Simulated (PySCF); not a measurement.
Gas-phase reaction: GeF3 + ClF ⇌ GeF4 + Cl

Energies from PySCF, thermal terms from the rigid-rotor harmonic-oscillator model, ideal gas at 1 bar. † marks an energy on the PBE0/def2-TZVP geometry and frequencies; other levels use their own. CCSD(T) freezes the core. 6-31G* has spherical d functions here. Open shells (unrestricted): GeF3 (multiplicity 2), Cl (multiplicity 2, electronic degeneracy 6); the rest are closed-shell singlets. Spin-orbit splitting is ignored; it lowers the true energy and changes the entropy of Cl. B3LYP is the form with VWN-RPA correlation. Ge: all electrons, no relativistic terms. GeF3: computed as isolated molecules; such fragments, hydroxides, amides, oligomers or adducts are transient or little studied in the gas. CCSD(T) isn't extrapolated to the basis-set limit; its ΔH°(298 K) is -322.2 kJ in def2-SVP and -301.2 kJ in def2-TZVPP. The harmonic model lacks anharmonicity and excited electronic states, which grow with temperature; levels with a mode under 35 cm⁻¹ are left out.

| level | ΔE electronic, kJ | ΔH°(298 K), kJ | ΔS°(298 K), J/K | ΔG°(1800 K), kJ |
|---|---|---|---|---|
| B3LYP/6-31G* | -270 | -266 | -47 | -193 |
| CCSD(T)/def2-TZVPP† | -305 | -301 | -46 | -230 |
| HF/6-31G* | -360 | -357 | -46 | -286 |
| PBE/def2-TZVP† | -224 | -220 | -46 | -149 |
| PBE0/def2-TZVP | -262 | -259 | -46 | -188 |
ΔH° is lowest at HF/6-31G* and highest at PBE/def2-TZVP†. No reference value is set beside these.
